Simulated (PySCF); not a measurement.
## Dipole response of Os (osmium, neutral)

[Xe] 4f14 5d5 6s2 6p1, high-spin 7P determinant (an excited configuration). Calculation: PySCF 2.14, in aug-cc-pwCVDZ-PP with ECP60MDF (6s6p5d3f, 70 functions); scalar relativity through the core potential. Coupled (time-dependent) response in atomic units; α is the mean over directions. A double-zeta set is small for polarisabilities.

| method | mean α (bohr³) | α xx, yy, zz | C₆ (like pair) | S(−4) |
| --- | --- | --- | --- | --- |
| LC-wPBE | 84.19 | 67.67, 117.2, 67.67 | 1067 | 3277 |
| HSE06 | 98.90 | 74.87, 147.0, 74.87 | 1245 | 5904 |

S(−4) is the Cauchy moment in α(ω) = α(0) + S(−4) ω² + …

Spin-orbit coupling is absent.

α(iu) at LC-wPBE:

```
u (hartree)  α(iu) (bohr³)
          0          84.19
     0.0500          77.06
      0.100          63.12
      0.200          40.29
      0.300          27.34
      0.500          15.41
      0.750          9.490
       1.00          6.646
       1.50          3.905
       2.00          2.600
       3.00          1.394
       5.00         0.5840
```

The components differ because the open shell of this determinant is not spherical; for a pure term their mean is the scalar polarisability.

Energies and moments cover only the electrons outside the core potential. Spin-orbit coupling, absent here, splits the open shell strongly.
